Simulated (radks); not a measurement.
Question: The mean radii <r> (bohr) of the occupied orbitals of an atom or ion are listed with their occupations. Calculated with a radial shooting solver on a logarithmic mesh with Libxc functionals: scalar-relativistic Kohn-Sham, PBE, spin-polarised, spherical densities, finite nucleus; Fermi nuclear charge, rms radius of each element as measured or else 0.836 A^(1/3) + 0.57 fm.

| orbital | occ. | <r> |
|---|---|---|
| 1s up | 1 | 0.2300 |
| 1s down | 1 | 0.2293 |
| 2s up | 1 | 1.234 |
| 2s down | 1 | 1.268 |
| 2p up | 2 | 1.256 |
| 4p up | 1 | 13.48 |

Name the element and its charge. Open shells, if any, are filled with parallel spins first.

Answer: Z = 7, nitrogen, charge 0: N in [He] 2s2 2p2 4p1. The 1s radius gives Z: for a bare nucleus <r> = (2 gamma + 1)/(2Z) with gamma = sqrt(1 - (Z/c)^2), 0.2141 bohr for Z = 7, and screening makes it slightly larger (0.2300 here). The occupations add up to 7, and the charge is Z minus that.
